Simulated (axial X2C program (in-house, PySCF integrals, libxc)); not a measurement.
# Working with the constants of MnH⁺

A bond curve at the B97-3 level, two-component, was computed with an in-house all-electron X2C program for linear molecules (integrals from PySCF) (basis Mn dyall-cv3z [9s10p6d3f2g], H dyall-v3z [6s2p1d] (cores contracted in-house)) for the state Ω = 5/2 (⟨Sz⟩ = 2.50, ⟨Lz⟩ = 0.00 at B97-3). Its fit gives Re = 1.6239 Å, ωe = 1775.6 cm⁻¹, ωexe = 26.4 cm⁻¹ and αe = 1.544e-01 cm⁻¹; the masses are 54.9380 and 1.0078 u. Two-component means X2C with spin–orbit coupling and atomic mean-field Coulomb and Gaunt terms.

Problem. Find the reduced mass, Be and the force constant.

Solution. From the B97-3 values: μ = 0.9896 u. Be = 16.8576/(μ Re²) = 6.459 cm⁻¹. k = 5.8918×10⁻⁷ μ ωe² = 1.84 mdyn/Å.

Problem. Where do the fundamental and the first overtone lie?

Solution. ν(1←0) = ωe − 2ωexe = 1722.8 cm⁻¹; ν(2←0) = 2ωe − 6ωexe = 3392.8 cm⁻¹.

Problem. A Morse curve ties αe to the other constants (Pekeris). How well does that hold?

Solution. αe(Morse) = 6Be²/ωe × (√(ωexe/Be) − 1) = 1.440e-01 cm⁻¹; the B97-3 curve gives 1.544e-01 cm⁻¹, a ratio of 0.93.

Problem. Estimate De from a Morse curve and compare with the computed well depth of 2.226 eV to Mn+ + H.

Solution. De(Morse) = ωe²/(4ωexe) = 3.702 eV against 2.226 eV computed, a ratio of 1.66. The extrapolation overshoots: the well softens faster than a Morse curve, or the lowest atomic limit lies below the one to which the curve heads.

Problem. Estimate the centrifugal constant by the Kratzer relation.

Solution. D = 4Be³/ωe² = 3.42e-04 cm⁻¹.

One determinant describes the state; a PBE0 search over occupations chose it and may have missed a lower one. De is counted from the lowest determinant-based energies of the atoms at the same level, without counterpoise correction. Density functionals use the spin component along the axis (collinear). With several unpaired electrons one determinant need not be a pure state. This is the top spin component of a Σ state; components of lower Ω are not single determinants and can lie lower.
